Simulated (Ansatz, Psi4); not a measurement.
System: BH₃S₃ (charge 0, singlet). SMILES: B(S)(S)S
Geometry: optimised at B3LYP-D3(BJ)/def2-TZVP (Ansatz, a first-principles code).

B3LYP/6-31G* beside other levels, property by property. Set-up: each state is the SCF solution reached for its charge and spin; atomisation electronic, to ground-state atoms; no spin-orbit coupling; 6-31G* and kin with 6d, 5d where marked; frozen cores in correlated levels; non-relativistic; UHF or UKS for open shells; dispersion terms only where a functional's name holds one. CBS(X,Y): correlation extrapolated as X^-3; Hartree-Fock from the larger set (for Q and 5 zeta extrapolated as (X+1)exp(-9√X)). The bracket is a focal-point correction in the basis named. First-principles rows: single points at B3LYP-D3(BJ) geometries (Ansatz), with unscaled harmonic terms from B3LYP/6-31G* (Ansatz) at its own minima, enthalpies of formation by atomisation with measured atoms. Anions need diffuse functions, which STO-3G, LANL2DZ, def2-SVP, cc-pVDZ and Pople sets without + lack. Levels can end on unlike triplets.

Coupled cluster (Ansatz) is a level with limits of its own, used here on species with T1 under 0.025 (0.045 for open shells) and stable references: (a) RI-MP2/CBS(aug-cc-pV(T+d)Z,aug-cc-pV(Q+d)Z)+[CCSD(T)-MP2]/aug-cc-pV(T+d)Z; (b) CCSD(T)/CBS(aug-cc-pV(T+d)Z,aug-cc-pV(Q+d)Z); (c) CCSD(T)/CBS(cc-pV(T+d)Z,cc-pV(Q+d)Z); (d) CCSD(T)/CBS(cc-pV(Q+d)Z,cc-pV(5+d)Z).

| property | B3LYP/6-31G* (Ansatz) | wB97X-D/6-31G* (Psi4) | PBE0/def2-TZVPD (Ansatz) | wB97M-V/def2-TZVPD (Ansatz) | to compare with |
|---|---|---|---|---|---|
| vertical ionisation energy to the doublet (eV) | 9.45 | 9.72 | 9.54 | 9.77 | 9.91 coupled cluster (a) |
| H-S bond dissociation enthalpy at 298 K, to [S]B(S)S + H atom (kcal/mol) | 80.5 | 82.4 | 82.7 | 86.4 | 87.0 coupled cluster (b) |
| vertical triplet-singlet gap, E(triplet) - E(singlet) (eV) | 4.99 | 5.25 | 4.79 | 5.25 | 5.29 coupled cluster (a) |
| enthalpy of formation at 298 K (kcal/mol) | -17.2 | -27.2 | -39.1 | -44.1 | -37.7 coupled cluster (d) |
| deprotonation enthalpy (H-S bond) at 298 K, to [S-]B(S)S + H+ (kcal/mol) | 331.5 | 331.5 | 329.8 | 327.1 | 328.5 coupled cluster (b) |
| proton affinity at S (heteroatom site), enthalpy at 298 K, to SB(S)[SH2+] (kcal/mol) | 177.8 | 177.3 | 179.8 | 176.4 | 178.1 coupled cluster (c) |
| atomisation energy (kcal/mol) | 524.1 | 534.2 | 546.0 | 551.1 | 544.6 coupled cluster (d) |

As the rows show:
- vertical ionisation energy to the doublet: B3LYP/6-31G* lies 0.46 eV below coupled cluster.
- H-S bond dissociation enthalpy at 298 K, to [S]B(S)S + H atom: B3LYP/6-31G* lies 6.5 kcal/mol below coupled cluster.
- vertical triplet-singlet gap, E(triplet) - E(singlet): B3LYP/6-31G* lies 0.30 eV below coupled cluster.
- enthalpy of formation at 298 K: B3LYP/6-31G* lies 20.5 kcal/mol above coupled cluster.
- deprotonation enthalpy (H-S bond) at 298 K, to [S-]B(S)S + H+: B3LYP/6-31G* lies 3.0 kcal/mol above coupled cluster.
- proton affinity at S (heteroatom site), enthalpy at 298 K, to SB(S)[SH2+]: B3LYP/6-31G* lies 0.3 kcal/mol below coupled cluster.
- atomisation energy: B3LYP/6-31G* lies 20.5 kcal/mol below coupled cluster.

The properties are those with a value to compare with, at most eight drawn at random. No case is left out for the size of its miss. Left out are saddle points of the reference geometry, anions that the best level run finds unbound, excited spin states, species near biochemistry, 298 K rows of species without real B3LYP wavenumbers, cases with under five habitual levels, runs that failed or that the program found above a lower state of the same kind, table entries that another table contradicts, and a share of species set aside by lot.
